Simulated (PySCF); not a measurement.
The same groups moved round the core (silole fluoro). Isolated molecules, 0 K electronic values unless said otherwise. Strings in code marks are SMILES.

The HOMO–LUMO gap from two functionals at the same geometries (PBE0-D3(BJ)/def2-TZVP), both in PySCF: PBE-D3(BJ)/def2-TZVP and ωB97X-D3(BJ)/def2-TZVP. 

| species | PBE-D3(BJ)/def2-TZVP (eV) |
|---|---|
| `FC1=CC=C[SiH2]1` | 3.17 |
| `C1(F)=C[SiH2]C=C1` | 3.41 |
| `F[SiH]1C=CC=C1` | 3.17 |

Q: What does ωB97X-D3(BJ)/def2-TZVP give for each?

A: 
- `FC1=CC=C[SiH2]1`: 9.53
- `C1(F)=C[SiH2]C=C1`: 9.81
- `F[SiH]1C=CC=C1`: 9.55
Over these rows, drawn at random from the members with no instability flagged (it was tested for open shells, ions and some series alone), PBE minus ωB97X-D3(BJ): mean -6.38 eV, from -6.40 eV to -6.36 eV.
